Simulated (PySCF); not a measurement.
A calculated (UHF, PySCF 2.14, x2c-TZVPall, the spin-free X2C one-electron Hamiltonian (Gaussian nucleus)) atom or ion has these occupied shells.

```tsv
shell	electrons	orbital energy (eV)	rms radius, mean of both spins (bohr)
1s	2	-29363.4	0.0333
2s	2	-4540.5	0.136
2p	6	-4073.2	0.121
3s	2	-930.19	0.361
3p	6	-773.36	0.362
3d	10	-531.40	0.341
4s	2	-177.45	0.874
4p	6	-127.57	0.950
4d	10	-52.948	1.18
5s	2	-28.792	2.42
```

Name the element and its charge.

Sn²⁺ (tin, charge +2), in [Kr] 4d10 5s2, closed-shell 1S.
